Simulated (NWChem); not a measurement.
# C3H8Si; SMILES C(/[SiH3])=C/C

Program: NWChem. Structure relaxed at the PBE0/def2-SVP level.

For level PBE/def2-TZVP:

| Property | Value |
|---|---|
| highest occupied level (eV) | -6.39 |
| orbital gap (eV) | 4.97 |

Task: What are these values for level CAM-B3LYP/def2-TZVP?

Result: 
* **highest occupied level (eV)**: -8.79
* **orbital gap (eV)**: 9.47
